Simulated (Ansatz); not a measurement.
The same path of Cl3FH3HfN (9 atoms, charge 0, multiplicity 1) was run 3 times with different band settings.

Level of theory: Ansatz, RKS BHLYP-D4/def2-SVP.

Relaxed end points:

```xyz
9
Properties=species:S:1:pos:R:3
Hf -0.026 -0.642 0.008
N 0.528 -0.009 2.268
H -0.238 -0.211 2.901
H 0.743 0.977 2.372
Cl 2.163 0.172 -0.417
Cl -1.748 0.961 0.337
Cl -0.605 -1.422 -2.145
F -0.173 -2.299 0.945
H 1.333 -0.524 2.608
```

```xyz
9
Properties=species:S:1:pos:R:3
Hf 0.538 -0.223 -0.013
N -0.115 -0.486 2.292
H -1.108 -0.354 2.446
H 0.367 0.180 2.886
Cl 1.336 0.013 -2.224
Cl -0.476 1.903 0.289
Cl -0.895 -2.096 -0.288
F 2.212 -0.523 0.853
H 0.118 -1.411 2.637
```

Common settings: climbing image yes; spring 5.0 eV/Å²; optimiser quadratic models (default); start path through a guess of the saddle point; iteration limit 60; end points relaxed.

| run | movable images | force threshold |
| --- | --- | --- |
| 1 | 7 | 0.05 eV/Å |
| 2 | 2 | 0.05 eV/Å |
| 3 | 7 | 0.2 eV/Å |

Problem. What does each run give, and how far can it be trusted?

Solution. Run 1: converged after 14 iterations, highest image 0.264 eV above the first end. A vibrational analysis at the climbing image gives one clearly imaginary mode, 59i cm⁻¹, and a faint second one (13i cm⁻¹) that may be numerical noise or a soft torsion: probably a first-order saddle point.
Run 2: converged after 13 iterations, highest image 0.264 eV above the first end. Another band between the same ends (7 images) ends at a top of the same energy, where a vibrational analysis finds 1 clearly imaginary mode. So few images can step over the top or miss a turn of the path.
Run 3: converged after 11 iterations, highest image 0.265 eV above the first end. The threshold of 0.2 eV/Å is loose, so the images may lie well off the minimum-energy path. Another band between the same ends (7 images) ends at a top of the same energy, where a vibrational analysis finds 1 clearly imaginary mode.
